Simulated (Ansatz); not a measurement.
Coupled-cluster diagnostics for the cluster Ga₃H₅, Ansatz.

Geometry of the singlet (r2SCAN-D4/def2-SVP):

Cartesian coordinates in Å:
```
Ga 0.317 1.930 -0.204
Ga -0.648 -0.685 -0.655
Ga 1.056 -0.480 1.586
H 1.217 1.287 1.232
H 0.962 -0.118 -0.567
H -1.393 -0.020 -1.851
H -0.794 0.284 0.744
H -0.718 -2.198 -0.285
```

Correlated methods freeze 27 core orbitals; core or outer-core shells of Ga are correlated, in sets that lack core-valence functions. Another isomer (singlet) lies 0.10 eV lower at PBE0-D4/def2-TZVP; other spin states weren't run for this one.

Problem. Estimate the CCSD(T) correlation energy, the shares of MP2 and (T), T1 and the reference's ⟨S²⟩ for: charge 0, singlet, own geometry in def2-TZVP; and the rough time on 4 threads of Arm Neoverse V2 on a shared host.

Solution. 
```json
{"state": "charge 0, singlet, own geometry", "basis": "def2-TZVP", "correlation (eV)": "-20.157", "MP2 share (%)": "93.0", "(T) share (%)": "4.3", "T1": "0.016", "⟨S²⟩ (pure)": "0.00 (0.00)", "wall time": "43 s"}
```
Customary marks for T1 are 0.02 (closed shells), 0.045 (open shells) and about 0.05 (3d metals). T1 stays under 0.02 throughout.
